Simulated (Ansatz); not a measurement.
A structure relaxed at PBE0-D4/def2-TZVP, charge 0, multiplicity 1:

Cartesian coordinates in Å:
```
C -1.450 1.213 0.412
N -0.909 0.119 -0.315
B -0.686 -0.710 -1.339
C 0.078 -0.934 0.020
Si 1.870 -0.475 0.251
H -0.657 1.891 0.745
H -2.143 1.768 -0.222
H -1.987 0.863 1.300
H -0.959 -0.977 -2.458
H -0.299 -1.714 0.691
H 2.146 0.184 1.561
H 2.716 -1.698 0.179
H 2.281 0.470 -0.825
```

Problem. Give its formula and SMILES.

Solution. C2H8BNSi, `CN1BC1[SiH3]`.

Problem. Point group (tolerance 0.08 Å, 0.16 Å for H)?

Solution. C1.

Problem. Summarise the bond lengths by kind.

Solution. 2 × C–N 1.421 to 1.482 Å; 4 × C–H 1.091 to 1.096 Å; 1 × B–N 1.336 Å; 1 × B–C 1.575 Å; 1 × B–H 1.183 Å; 1 × C–Si 1.864 Å; 3 × H–Si 1.489 to 1.493 Å.

Program: Ansatz 0.2.0.
